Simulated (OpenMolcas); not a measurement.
## Pt4+ in a point-charge field

Pt4+ among 6 point charges of -1.7 e arranged as a tetragonal octahedron (D4h), 2.14 Å from the ion, with the axial distance 2.333 Å.

- Program: OpenMolcas 26.06
- Method: SS-CASPT2, IPEA 0.25 Eh, imaginary shift 0.1 Eh (closed shells correlated: 5s 5p)
- Basis: ANO-RCC-VDZP [7s6p4d2f]
- Scalar Hamiltonian: DKH2, point nucleus
- Active space: 6 electrons in 5 orbitals (5d)
- State averaging: 2S+1 = 5 even, 5 roots; 2S+1 = 3 even, 45 roots; 2S+1 = 1 even, 50 roots
- Spin-orbit coupling: RASSI with atomic mean-field integrals over the reference wave functions

The lowest spin-free states (labels of D4, the rotations of D4h), above the lowest:

| State | Degeneracy | E (cm-1) | Free-ion L (%) |
| --- | --- | --- | --- |
| 5E | 2 | 0 | D (100) |
| 5B2 | 1 | 1870 | D (100) |
| 5A1 | 1 | 4450 | D (100) |
| 5B1 | 1 | 8280 | D (100) |
| 3E | 2 | 15220 | H (60) |
| 3B2 | 1 | 16580 | H (52) |
| 3A2 | 1 | 16660 | H (61) |
| 3E | 2 | 18460 | H (83) |
| 3A2 | 1 | 19250 | H (63) |
| 3E | 2 | 19520 | H (64) |
| 3E | 2 | 20710 | G (51) |
| 3B1 | 1 | 20930 | H (61) |
| 1A1 | 1 | 21160 | I (48) |
| 3A2 | 1 | 21690 | P (54) |
| 3B2 | 1 | 21960 | G (45) |
| 3A1 | 1 | 22250 | H (92) |
| 3E | 2 | 22660 | G (47) |
| 3B1 | 1 | 24000 | F (80) |
| 1E | 2 | 24090 | I (65) |
| 3E | 2 | 24420 | F (66) |

The lowest levels with spin-orbit coupling:

| E (cm-1) | Degeneracy | Label | 2S+1 | g |
| --- | --- | --- | --- | --- |
| 0 | 1 | B1 | 5 (74 %) |  |
| 130 | 1 | A1 | 5 (74 %) |  |
| 180 | 1 | B2 | 5 (81 %) |  |
| 220 | 2 | E | 5 (76 %) | 0.00 0.00 2.64 |
| 680 | 2 | E | 5 (82 %) | 0.00 0.00 8.85 |
| 2100 | 1 | A1 | 5 (72 %) |  |
| 2390 | 1 | A2 | 5 (75 %) |  |
| 6310 | 2 | E | 5 (66 %) | 0.00 0.00 3.83 |
| 6630 | 1 | B2 | 5 (55 %) |  |
| 7590 | 1 | A2 | 5 (90 %) |  |
| 8450 | 2 | E | 5 (89 %) | 0.00 0.00 4.21 |
| 8900 | 1 | B1 | 5 (57 %) |  |
| 9540 | 1 | A1 | 5 (56 %) |  |
| 10410 | 1 | B2 | 5 (86 %) |  |
| 11550 | 2 | E | 5 (78 %) | 0.00 0.00 0.89 |
| 13420 | 1 | B1 | 5 (81 %) |  |
| 13900 | 2 | E | 5 (71 %) | 0.00 0.00 0.03 |
| 14460 | 1 | A1 | 5 (66 %) |  |
| 15460 | 1 | A2 | 5 (68 %) |  |
| 15530 | 1 | A1 | 3 (53 %) |  |

Powder χT (cm3 K/mol): 0.0505 at 2 K, 0.252 at 10 K, 1.31 at 50 K, 2.69 at 100 K, 3.92 at 200 K, 4.32 at 300 K. The effective moment at 300 K is 2.828 √(χT) = 5.88 μB.

Roots that are degenerate in the reference are averaged as groups; the widest CASPT2 spread within a group is 1400 cm-1 (the 2-fold group of multiplicity 1 near 33600 cm-1 above the lowest state of its run). Shifts and gaps below about the spread of the groups concerned are not significant. Spin-orbit coupling mixes the spin-free states strongly: the lowest level takes only 61 % from its leading state, 5E. An orbital doublet at a regular site is open to a Jahn-Teller distortion, which this geometry leaves out. Point charges give a weaker field than real ligands, and real ions of this kind are as a rule low spin; the high spin found here belongs to the model. Free-ion shares, where given, are those of the reference states; single-state CASPT2 does not remix them. This is an electrostatic model: the charges have no orbitals. No measured value stands beside these numbers.

With an even number of electrons the g values are those of a degenerate or nearly degenerate non-Kramers pair.
